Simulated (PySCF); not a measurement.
Computed IR spectrum (relative IR intensity) of a molecule C₃H₇BN₂. Coordinates come from a PBE0-D3(BJ)/def2-SVP optimisation. One conformer was computed; it need not be the lowest. All values below come from PBE0-D3(BJ)/def2-SVP (PySCF). Harmonic, unscaled wavenumbers; measured fundamentals usually lie a few per cent lower.

```csv
ν (cm⁻¹),relative intensity
328,9.4
353,100
439,7.8
664,4.7
837,19
891,6.0
1225,16
1353,50
1422,17
1459,13
1593,28
1609,92
2070,56
3650,11
3657,9.7
3759,11
3764,6.6
```

Problem. Identify the compound among the candidates.
(A) CC1=NCB1N
(B) C=C=CB(N)N
(C) C#CCB(N)N
(D) NB1C=CCN1

Solution. B, C=C=CB(N)N
